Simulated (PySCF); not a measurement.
Ligands exchanged one at a time, Ga Br-CH3. Isolated molecules, 0 K electronic values unless said otherwise. Strings in code marks are SMILES.

The HOMO from two functionals at the same geometries (ωB97X-D3(BJ)/def2-TZVP), both in PySCF: PBE-D3(BJ)/def2-TZVP and ωB97X-D3(BJ)/def2-TZVP. 

```tsv
species	ωB97X-D3(BJ)/def2-TZVP (eV)
1 of 3 Br replaced by CH3 (`[CH3][Ga]([Br])[Br]`)	-10.69
2 of 3 Br replaced by CH3	-9.97
3 of 3 Br replaced by CH3	-9.84
```

### Question
What does PBE-D3(BJ)/def2-TZVP give for each?

### Answer

- 1 of 3 Br replaced by CH3 (`[CH3][Ga]([Br])[Br]`): -7.01
- 2 of 3 Br replaced by CH3: -6.36
- 3 of 3 Br replaced by CH3: -6.21
Over these rows, drawn at random from the members with no instability flagged (it was tested for open shells, ions and some series alone), PBE minus ωB97X-D3(BJ): mean +3.64 eV, from +3.61 eV to +3.68 eV.
